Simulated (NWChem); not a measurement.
System: C4H5N; SMILES N#C/C=C/C

Results from NWChem. Pople sets run with spherical d functions. Coordinates come from a PBE0/def2-SVP optimisation. Level: PBE0/6-31G* with COSMO at NWChem's default radii, gas-phase geometry; rows give the dielectric constant.

For dielectric constant 25.0:

| Item | Value |
|---|---|
| electrostatic solvation energy (kcal/mol) | -6.5 |
| dipole in solution (D) | 6.07 |

Q: How do the values read with dielectric constant 3.9 instead?

A: The electrostatic solvation energy (kcal/mol) comes out as -4.7 and the dipole in solution (D) is 5.68.
